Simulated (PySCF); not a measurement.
# Radial density of In(2+) (indium, charge +2)

UHF, [Kr] 4d10 5d1, 2D determinant (an excited configuration). Computed with PySCF 2.14 in aug-cc-pVDZ-PP with ECP28MDF, with scalar relativity through the core potential. This is the valence pseudo-density: the core potential removes the inner electrons and smooths the orbitals near the nucleus.

```
r (bohr)  4πr²ρ (e/bohr)  4πr²(ρα − ρβ)
  0.0165       1.641e-05         0.0000
  0.0278       4.108e-05         0.0000
  0.0468       9.725e-05         0.0000
  0.0787       0.0004166         0.0000
   0.132        0.004944         0.0000
   0.223         0.07915         0.0002
   0.375           1.651         0.0038
   0.630           15.65         0.0263
    1.06           17.40         0.0224
    1.78           3.029         0.0134
    3.00          0.3258         0.2384
    5.04          0.1859         0.1856
    8.48         0.02176         0.0218
```

Energies and moments cover only the electrons outside the core potential. The outer electron is Rydberg-like, and this basis confines it to a smaller radius and binds it less than a complete one would.
